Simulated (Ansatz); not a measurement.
Abridged output of a molecular run in Ansatz:

```
Functional definition: HF
1288 factors; integrals over basis functions are off by at most 7.8e-4 eV
mean field evaluation 1: about -20740.6933 eV, gradient 5.1e1 eV
mean field evaluation 2: about -20740.7517 eV, gradient 5.1e1 eV
mean field evaluation 4: about -20745.4526 eV, gradient 2.7e0 eV
mean field evaluation 8: about -20745.5050 eV, gradient 4.6e-1 eV
mean field evaluation 16: about -20745.5061 eV, gradient 2.1e-6 eV
mean field -20745.50608872 eV, -762.3832869514 hartree, gradient 2.1e-6 eV, S^2 0.000000; 0 other end points of the search recorded, 0 dependent functions left out
11 core orbitals not correlated: weight in the atoms' cores, before any rotation towards them, 1.000 or more for the frozen orbitals, at most 0.000 for the correlated occupied ones
reference -20745.50608872 eV, -762.3832869514 hartree; 17, 17 occupied and 154, 154 virtual orbitals, 1288 factors
second order -25.95724521 eV of doubles, -0.00000000 eV of singles
cycle   1  -25.45308940 eV  change    5.0e-1 eV  update   1.3e-1
cycle   2  -26.05202381 eV  change   -6.0e-1 eV  update   4.3e-2
cycle   3  -26.21190418 eV  change   -1.6e-1 eV  update   2.4e-2
cycle   4  -26.20201182 eV  change    9.9e-3 eV  update   7.3e-3
cycle   5  -26.19388046 eV  change    8.1e-3 eV  update   2.9e-3
cycle   6  -26.19499925 eV  change   -1.1e-3 eV  update   1.1e-3
cycle   7  -26.19497041 eV  change    2.9e-5 eV  update   3.4e-4
cycle   8  -26.19478866 eV  change    1.8e-4 eV  update   1.4e-4
cycle   9  -26.19482801 eV  change   -3.9e-5 eV  update   4.9e-5
cycle  10  -26.19487994 eV  change   -5.2e-5 eV  update   2.1e-5
cycle  11  -26.19484973 eV  change    3.0e-5 eV  update   8.6e-6
perturbative correction -0.94032568 eV, -0.0345563314 hartree
Total energy: -20772.64126413 eV, -763.3804862550 hartree
```

Its atoms:

Z-matrix (Å, degrees):
```
In
F 1 1.952
S 1 2.344 2 118.1
O 1 1.963 2 112.4 3 180.0
H 3 1.346 1 91.4 2 -0.1
H 4 0.962 1 110.9 2 0.1
```

Problem. Which basis set was used?
A. def2-SVP
B. cc-pV(D+d)Z
C. cc-pV(Q+d)Z
D. def2-TZVPP

Solution. D. It gives 182 functions.

Problem. Write the keys of the input that set method, charge and spin (a neutral closed shell needs none for the last two).

Solution. 
```yaml
correlation: {method: ccsd_t}
```
